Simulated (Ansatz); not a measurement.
```tsv
atom	x (Å)	y (Å)	z (Å)
Cl	-0.0345	0.0206	-2.1268
Zn	0.0197	0.0455	0.0068
Cl	-0.0264	-0.0423	2.0940
```

Basis set: STO-3G (spherical functions). Left uncorrelated: 15 orbitals. Charge 0, multiplicity 1.

Computed with Ansatz (development build ahead of 0.2.0); each method stands on the lowest determinant of its kind that the runs found. Restricted open shells among the atoms or ions are ROHF, correlated in semicanonical orbitals with singles.

Q: Give the atomization energy at this shape (free ground-state atoms in the same class of orbitals less the molecule, no zero-point energy) of singlet ZnCl2 by RHF-MP2, RHF.

A:

| method | atomization energy |
| --- | --- |
| RHF-MP2 | 917.7 kJ/mol |
| RHF | 777.2 kJ/mol |

This basis has no polarisation functions and is too small for such energies, which can lie far from measured ones in either direction.
